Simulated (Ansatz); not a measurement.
Born–Oppenheimer molecular dynamics of Cl4Sn (5 atoms, charge 0, multiplicity 1). It starts from a relaxed structure.

The calculation used Ansatz 0.2.0, RKS revPBE-D4/def2-SVP.

| Property | Result |
| --- | --- |
| ensemble | NVT, Langevin thermostat |
| time step | 8 fs |
| steps asked | 40 |
| set temperature | 500 K |
| friction | 0.05 /fs |
| seed | 487539 |

First frame:

```xyz
5
Properties=species:S:1:pos:R:3
Sn 0.001 0.000 0.001
Cl 0.000 0.000 2.348
Cl 2.214 0.000 -0.782
Cl -1.106 1.917 -0.782
Cl -1.106 -1.917 -0.782
```

Q: What does the run give?

A: All steps were run.

```
steps done                                               : 40
time covered                                             : 320 fs
mean temperature over the second half                    : 501 K
spread of the potential energy over the second half      : 7.8 meV per atom
mean potential energy of the second half above the start : 30.5 meV per atom
```

A run of 0.32 ps of so small a system gives no equilibrium averages.

Q: What happens to the structure?

A: The same pairs are bonded in the first frame and the last. Pairs count as bonded within 1.25 times the sum of covalent radii (0.12 Å more for H–H). Another seed would give other details.

Q: How do temperature and energy run in time?

A: 
```json
{"time (fs)": "0.0", "T (K)": "400", "potential energy less start (eV)": "0.000"}
{"time (fs)": "24.0", "T (K)": "564", "potential energy less start (eV)": "0.064"}
{"time (fs)": "48.0", "T (K)": "260", "potential energy less start (eV)": "0.099"}
{"time (fs)": "72.0", "T (K)": "697", "potential energy less start (eV)": "0.102"}
{"time (fs)": "96.0", "T (K)": "534", "potential energy less start (eV)": "0.118"}
{"time (fs)": "120.0", "T (K)": "338", "potential energy less start (eV)": "0.274"}
{"time (fs)": "144.0", "T (K)": "515", "potential energy less start (eV)": "0.266"}
{"time (fs)": "168.0", "T (K)": "453", "potential energy less start (eV)": "0.170"}
{"time (fs)": "192.0", "T (K)": "546", "potential energy less start (eV)": "0.058"}
{"time (fs)": "216.0", "T (K)": "388", "potential energy less start (eV)": "0.194"}
{"time (fs)": "240.0", "T (K)": "704", "potential energy less start (eV)": "0.162"}
{"time (fs)": "264.0", "T (K)": "376", "potential energy less start (eV)": "0.194"}
{"time (fs)": "288.0", "T (K)": "247", "potential energy less start (eV)": "0.143"}
{"time (fs)": "312.0", "T (K)": "524", "potential energy less start (eV)": "0.173"}
```

Time of the run: 67 s on 2 threads of Arm Neoverse V1, on a shared host, peak memory 0.14 GiB.
